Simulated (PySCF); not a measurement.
**Relaxation of singlet TcO₃Br**

These are results of PBE0/[Tc def2-SVP with ECP28, O def2-SVP, Br def2-SVP], scalar-relativistic core potentials, density fitting, no spin–orbit coupling, PySCF, not measurements. A (50,194) grid was used.

A hand-made tetrahedral start, of C3v symmetry, held to at least that symmetry:

Coordinates in bohr (charge 0 multiplicity 1):
```
Tc   -1.1115    0.0000   -0.7859
O    -3.8425   -0.0002    1.1454
O    -1.1117    2.7311   -2.7169
O    -1.1115   -2.7310   -2.7172
Br    2.6225    0.0000    1.8542
```

(1) What forces act on the atoms at the start (eV/Å)?

(2) What does it relax to?

(3) How much energy is released, and in how many steps?

## Answers

(1) 
| atom | Fx | Fy | Fz |
| --- | --- | --- | --- |
| Tc1 | -3.67 | 0.00 | -2.60 |
| O2 | 4.27 | 0.00 | -2.90 |
| O3 | 0.09 | -4.18 | 3.03 |
| O4 | 0.09 | 4.18 | 3.03 |
| Br5 | -0.78 | 0.00 | -0.55 |

(2) It ends at C3v with Tc–Br 2.376 Å, Tc–O 1.660 Å (×3); Br–Tc–O 109.0° (×3), O–Tc–O 110.0° (×3). A frequency run shows a minimum.

(3) 93.8 kJ/mol in 5 steps.

The relaxation took roughly 40 core-seconds on a shared host.
